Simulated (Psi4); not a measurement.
Pair of molecules, SMILES [SiH4] with SMILES CC#N (the first has 5 atoms); geometry from B3LYP-D3(BJ)/def2-TZVP, rigid monomers moved along the line of their centres of mass till Si1···C7 is 5.01 Å.
(charge 0, multiplicity 1):
```tsv
atom	x (Å)	y (Å)	z (Å)
Si	0.1832	0.1384	0.1081
H	-0.2148	0.1674	-1.3192
H	-0.2366	-1.1559	0.6927
H	-0.5145	1.2348	0.8186
H	1.6453	0.3029	0.2248
C	-1.5396	-0.1654	5.2339
C	-0.0946	-0.0850	5.1005
N	1.0471	-0.0213	4.9825
H	-1.9774	0.8303	5.1631
H	-1.9503	-0.7864	4.4376
H	-1.8061	-0.6017	6.1965
```

Computed with SAPT0/jun-cc-pV(D+d)Z run with Psi4.

Task: Which attractive term is largest, and how does the interaction split up?

Result: electrostatics -0.17, exchange 0.03, induction -0.03, dispersion -0.23, total -0.41 kcal/mol; the largest attraction is dispersion.
